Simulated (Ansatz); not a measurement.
Q: Name a neutral molecule of B, C, Cl, N and H with HOMO–LUMO gap (B3LYP/def2-TZVPP) between 6.20 and 6.50 eV and LUMO energy (PBE/def2-TZVPP) between -2.35 and -2.05 eV (Ansatz, PBE0-D4/def2-TZVP geometry).

A: `C=NBCCl` (6.36 eV, -2.13 eV). Other molecules can fit too; these were computed, each in one conformer that needn't be the lowest.

B3LYP here is the variant with VWN-RPA as its local correlation; programs differ in this.
